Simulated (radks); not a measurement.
Spherical quantum dot in the effective-mass picture: electrons in a parabolic well V = omega^2 r^2 / 2 with omega = 0.103, all in effective atomic units (hartree* = m*/eps^2 hartree, bohr* = eps/m* bohr), one dielectric constant everywhere. Calculated with a radial shooting solver with Libxc functionals: non-relativistic Kohn-Sham, PBEsol, spin-polarised, spherical densities. Levels are named by radial order and angular momentum (1s, 1p, 1d, 2s, ...), and open shells are averaged over m.

N = 3, configuration 1s2 1p(up 1, down 0). This is the lowest configuration that the search found. Occupied levels:

level,occupation,eigenvalue (hartree*),<r> (bohr*)
1s up,1,0.57546,4.684
1s down,1,0.58809,4.496
1p up,1,0.63451,5.607

Energy (hartree*): total 1.08736, kinetic 0.19076, external 0.43651, Hartree 0.81724, exchange-correlation -0.35716.

Electron density:

r (bohr*),n(r) (e/bohr*^3)
0.473,0.004051
1.26,0.004013
2.05,0.003898
2.84,0.003646
3.63,0.003211
4.42,0.002599
5.21,0.001888
6.00,0.001204
6.79,0.0006569
7.58,0.0003029
8.37,0.0001206
9.16,0.00004214
9.95,0.00001285
